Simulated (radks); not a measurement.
Neutral nitrogen inside a hard spherical wall (all orbitals vanish at R), configuration held at [He] 2s2 2p3 and not refilled when levels cross. Method: scalar-relativistic Kohn-Sham, PBE, spin-unpolarised, spherical densities, finite nucleus; Fermi nuclear charge, rms radius 2.5582 fm; computed with a radial shooting solver on a logarithmic mesh with Libxc functionals. Eigenvalues in eV, with the zero of energy where the potential of the charges vanishes at infinity; a dash marks a level that is unbound or too diffuse for the functional's potential to be trusted. A positive occupied level is held by the wall or, in an anion where self-interaction has pushed it up, behind a barrier. The pressure on the wall is -dE/dV.

R (bohr) = free: E (hartree) -54.45303; kinetic (hartree) 54.343; e(1s) -384.72; e(2s) -18.583; e(2p) -7.090; e(3s, empty) -; e(3p, empty) -; pressure (GPa) 0
R (bohr) = 15: E (hartree) -54.45303; kinetic (hartree) 54.343; e(1s) -384.72; e(2s) -18.583; e(2p) -7.090; e(3s, empty) -; e(3p, empty) -; pressure (GPa) < 0.0001
R (bohr) = 8: E (hartree) -54.45289; kinetic (hartree) 54.345; e(1s) -384.70; e(2s) -18.566; e(2p) -7.073; e(3s, empty) 1.109; e(3p, empty) 3.085; pressure (GPa) 0.00789
R (bohr) = 7: E (hartree) -54.45240; kinetic (hartree) 54.349; e(1s) -384.64; e(2s) -18.527; e(2p) -7.031; e(3s, empty) 2.005; e(3p, empty) 4.394; pressure (GPa) 0.0445
R (bohr) = 4: E (hartree) -54.39294; kinetic (hartree) 54.672; e(1s) -381.89; e(2s) -16.780; e(2p) -5.016; e(3s, empty) 16.098; e(3p, empty) 20.526; pressure (GPa) 14.4
R (bohr) = 3.5: E (hartree) -54.31412; kinetic (hartree) 55.031; e(1s) -379.51; e(2s) -15.272; e(2p) -3.249; e(3s, empty) 25.089; e(3p, empty) 29.540; pressure (GPa) 45.6
R (bohr) = 3: E (hartree) -54.11748; kinetic (hartree) 55.819; e(1s) -374.97; e(2s) -12.271; e(2p) 0.201; e(3s, empty) 41.088; e(3p, empty) 44.729; pressure (GPa) 158
